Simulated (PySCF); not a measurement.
## Electron correlation in Mo²⁺ (molybdenum, charge +2)

[Kr] 4d4, high-spin 5D determinant. Computed with PySCF 2.14 in x2c-TZVPPall with one added diffuse shell each of s, p, d, f type (9s7p7d3f1g, 95 functions), with the spin-free X2C one-electron Hamiltonian (Gaussian nucleus). Frozen: [Ar] 3d10; 12 electrons correlated.

MP2 pair energies summed by pair of shells (mhartree):

| pair | energy | share (%) |
| --- | --- | --- |
| 4p-4d | -121.98 | 41.7 |
| 4p-4p | -84.44 | 28.9 |
| 4d-4d | -34.51 | 11.8 |
| 4s-4p | -30.72 | 10.5 |
| 4s-4d | -15.72 | 5.4 |
| 4s-4s | -5.20 | 1.8 |

Total MP2 correlation energy: -292.57 mhartree.

Same-spin part -97.41 and opposite-spin part -195.16 mhartree; SCS-MP2 scales them by 1/3 and 6/5 to -266.66 mhartree.

This basis was not built for core-valence correlation, so the inner-shell part is incomplete.
